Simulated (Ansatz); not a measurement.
Energy difference R1 → P1 + P2, each structure at its B3LYP-D3(BJ)/def2-TZVP stationary point, reached from a drawn start (curvature not checked).
R1, Cl3Tl (SMILES [Cl][Tl]([Cl])[Cl]) (charge 0, multiplicity 1):
```xyz
4

Tl     0.000     0.000     0.000
Cl     2.384     0.000     0.000
Cl    -1.192     2.064     0.000
Cl    -1.192    -2.064     0.000
```
P1: ClTl (SMILES [Cl][Tl]), charge 0, multiplicity 1.
P2: Cl2 (SMILES ClCl), charge 0, multiplicity 1.

P less R. No zero-point or thermal terms; no spin–orbit coupling.

Correlated levels freeze the cores. In cc and def2 sets filled d and f shells under p-block atoms count as core.

Codes used: Ansatz (a program for electronic structure) with Gaussian orbitals. All values are computed, each at the level named. Elements past Kr take the def2 small-core potentials, without spin–orbit coupling.

Predict the reaction energy from PBE0/def2-TZVPP.

1.36 eV

Estimate the reaction energy that wB97M-V/def2-TZVPP returns for this input.

1.47 eV

Give the reaction energy at the level CCSD(T)/def2-QZVPP.

1.57 eV
